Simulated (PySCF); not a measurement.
A calculated (B2PLYP, PySCF 2.14, x2c-QZVPPall with one added diffuse shell each of s, p, d, f type, the spin-free X2C one-electron Hamiltonian (Gaussian nucleus)) atom or ion has these occupied shells.

```json
{"shell": "1s α", "electrons": "1", "orbital energy (eV)": "-528.37", "rms radius, mean of both spins (bohr)": "0.231"}
{"shell": "1s β", "electrons": "1", "orbital energy (eV)": "-527.55", "rms radius, mean of both spins (bohr)": "0.231"}
{"shell": "2s α", "electrons": "1", "orbital energy (eV)": "-19.265", "rms radius, mean of both spins (bohr)": "1.31"}
{"shell": "2s β", "electrons": "1", "orbital energy (eV)": "-16.110", "rms radius, mean of both spins (bohr)": "1.31"}
{"shell": "2p α", "electrons": "3", "orbital energy (eV)": "-1.863", "rms radius, mean of both spins (bohr)": "1.82"}
{"shell": "2p β", "electrons": "2", "orbital energy (eV)": "-0.113", "rms radius, mean of both spins (bohr)": "1.82"}
```

(1) Name the element and its charge.

Answers

(1) O⁻ (oxygen, charge -1), in [He] 2s2 2p5, 2P determinant.
